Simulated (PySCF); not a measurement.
## O⁶⁺ (oxygen, charge +6) across methods

1s2, closed-shell 1S. All numbers are calculated (PySCF 2.14, the spin-free X2C one-electron Hamiltonian (Gaussian nucleus), in an even-tempered Gaussian basis (17 s from 2.2 bohr⁻², ratio 2.2; 7 p from 3.6 bohr⁻², ratio 2.4; 4 d from 11 bohr⁻², ratio 2.4; 3 f from 16 bohr⁻², ratio 2.4; 3 g from 24 bohr⁻², ratio 2.4)).

```csv
method,E (hartree),mean ε 1s (eV),Σ⟨r²⟩ (bohr²),⟨S²⟩
LDA,-58.6729,-687.71,0.1055,0.000
PBE,-59.1151,-692.18,0.1047,0.000
r2SCAN,-59.2054,-697.50,0.1041,0.000
M06-2X,-59.2029,-715.65,0.1044,0.000
UHF,-59.15675,-739.75,0.1036,0.000
PBE0,-59.1370,-704.28,0.1044,0.000
```

(1) Estimate the same row for revPBE.

Answers

(1) E (hartree) = -59.1850; mean ε 1s (eV) = -692.61; Σ⟨r²⟩ (bohr²) = 0.1046; ⟨S²⟩ = 0.000.
